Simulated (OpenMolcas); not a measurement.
**neutral chlorine: thermal populations, the spin-orbit constant, worked from levels**

```yaml
Program: OpenMolcas 26.06
Basis: ANO-RCC-VQZP [6s5p3d2f1g]
Scalar_Hamiltonian: DKH2, point nucleus
Active_space: 7 electrons in 9 orbitals (RAS2 3s 3p; RAS3 3d, at most 2 electrons)
State_averaging: 2S+1 = 2 odd, 3 roots; 2S+1 = 2 even, 1 root
Spin-orbit_coupling: RASSI with atomic mean-field integrals over the reference wave functions, term energies averaged over their components
```

Methods: RASSCF; SS-RASPT2, IPEA 0.25 Eh, imaginary shift 0.1 Eh (closed shells correlated: 2s 2p). Measured levels: NIST Handbook of Basic Atomic Spectroscopic Data.

**Thermal populations.** Z = Σ (2J + 1) exp(-E/kT) with k = 0.695035 cm-1/K, over the levels below. No other level of either list lies under 71900 cm-1, which is above 7 kT at each temperature.

| Level | 2J + 1 | SS-RASPT2 | measured |
| --- | --- | --- | --- |
| 3s2 3p5 2P* 3/2 | 4 | 0.0 | 0.0 |
| 3s2 3p5 2P* 1/2 | 2 | 785 | 882 |

```csv
T (K),"Z, SS-RASPT2","Z, measured levels","Ground level (%), SS-RASPT2","Ground level (%), measured levels"
5000,5.596,5.552,71.5,72.1
8000,5.737,5.707,69.7,70.1
12000,5.820,5.799,68.7,69.0
```

At 12000 K, kT = 8340 cm-1, and the computed levels give Z = 4.000 + 1.820 = 5.820.

**The spin-orbit constant.** For the Hund term 2P* of p5, E(J) = (A/2) J(J+1) + constant and ζ = -2S·A = -A. From J = 1/2 to J = 3/2 the energy changes by 1.5 A.

```csv
Source,E(3/2) - E(1/2),A,ζ
RASSCF,-785.1,-523.4,523
SS-RASPT2,-785.1,-523.4,523
measured,-882.4,-588.3,588
```

All in cm-1. SS-RASPT2 is off by -11.0 % and RASSCF by -11.0 %. Both methods take the spin-orbit matrix elements from the reference wave functions, so the second can move ζ only through the term energies and any multistate remixing.

Active for correlation alone: 3d; no level in the range computed is led by a configuration that fills it, so any true level of that kind is missing. Without dynamic correlation excited terms often stand tens of per cent too high (terms of higher spin than the ground term too low), and those without a measured partner can miss by more than the paired ones (holds for RASSCF). Measured partners are found by configuration, term and J. A level has none where our copy of the source lacks it or the pairing is in doubt (some pairs that miss far off the trend of their configuration count as doubtful), and it then counts in no deviation. Only configurations of the active space appear.

* marks odd parity.
